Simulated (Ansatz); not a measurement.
Be5S4⁺, relaxed as a doublet with UKS PBE-D4/def2-SVP in Ansatz, starting from the GFN2-xTB geometry. Force threshold 0.02 eV/Å.

The structure comes from a short search, and lower isomers may exist.

Start:

```tsv
atom	x (Å)	y (Å)	z (Å)
Be1	0.467	-1.262	2.046
Be2	0.113	0.718	-0.368
Be3	1.381	0.481	2.340
Be4	-1.651	-0.684	-2.750
Be5	-1.415	-1.920	-1.221
S6	1.956	1.154	0.478
S7	-0.398	-1.252	0.295
S8	0.269	1.892	1.333
S9	-0.722	0.871	-2.152
```

```csv
step,energy (eV),largest force component (eV/Å),SCF passes
1,-45306.0200,3.128,51
2,-45306.7449,0.606,41
3,-45306.8482,0.207,33
4,-45306.8839,0.208,26
5,-45306.9858,0.586,29
6,-45307.2061,0.881,29
7,-45307.4826,0.786,32
8,-45307.6088,0.482,28
9,-45307.6626,0.676,26
10 (rejected),-45307.6572,0.675,26
11,-45307.7109,0.130,22
14,-45307.7526,0.143,21
17,-45307.7653,0.076,22
20,-45307.8142,0.177,21
23 (rejected),-45307.8279,1.524,20
26,-45307.8568,0.168,21
29,-45308.1531,0.914,28
32,-45309.5670,0.719,27
35,-45310.5452,0.646,27
38,-45311.1507,0.329,25
41,-45311.7909,0.354,24
44,-45311.8806,0.066,19
47,-45311.8851,0.016,15
```

Force components are those of the run's own axes.

End:

```csv
atom,x (Å),y (Å),z (Å)
Be1,0.0059,-0.8431,1.6773
Be2,-0.1369,1.3521,-0.2963
Be3,1.6567,0.3838,0.8808
Be4,0.5397,0.0208,-1.9571
Be5,-1.4756,-1.1661,-0.3119
S6,1.8546,1.1320,-1.0681
S7,-1.0160,-2.3768,1.0469
S8,-0.0250,1.2220,1.7136
S9,-1.4034,0.2753,-1.6851
```

Bonds lost: Be2–S7, Be4–Be5, S6–S8 (atoms count from 1). Bonds formed: Be1–S8, Be4–S6, Be5–S9 (atoms count from 1).

No frequencies were taken in this run, so the end may be a saddle point.

It took 4 min on 4 threads of Intel Xeon on a shared host.
